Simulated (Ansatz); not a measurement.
GeH3Se, SMILES `[GeH3][Se]` radical at its PBE0-D4/def2-TZVP geometry, where that method's forces vanish. The species carries charge 0 and has multiplicity 2.

```tsv
atom	x (Å)	y (Å)	z (Å)
Ge1	0.1137	-0.0213	0.1312
Se2	-1.4663	-0.0004	-1.6008
H3	0.6248	1.4260	0.2168
H4	1.2711	-0.9733	-0.2047
H5	-0.5432	-0.4310	1.4575
```

Q: For each bond, give half the difference of the two atoms' forces along it (eV/Å; positive pushes the atoms apart) under PBE-D4, r2SCAN-D4, B3LYP-D4, ωB97M-V in def2-TZVPP. (Estimate.)

A: Computed: 
| bond | length (Å) | PBE-D4 | r2SCAN-D4 | B3LYP-D4 | ωB97M-V |
| --- | --- | --- | --- | --- | --- |
| Ge1–Se2 | 2.345 | 0.06 | -0.02 | 0.23 | 0.06 |
| Ge1–H3 | 1.537 | 0.13 | -0.02 | -0.01 | -0.09 |
| Ge1–H4 | 1.536 | 0.08 | -0.04 | -0.03 | -0.08 |
| Ge1–H5 | 1.536 | 0.08 | -0.04 | -0.03 | -0.08 |

B3LYP here is the variant with VWN-RPA as its local correlation; programs differ in this.
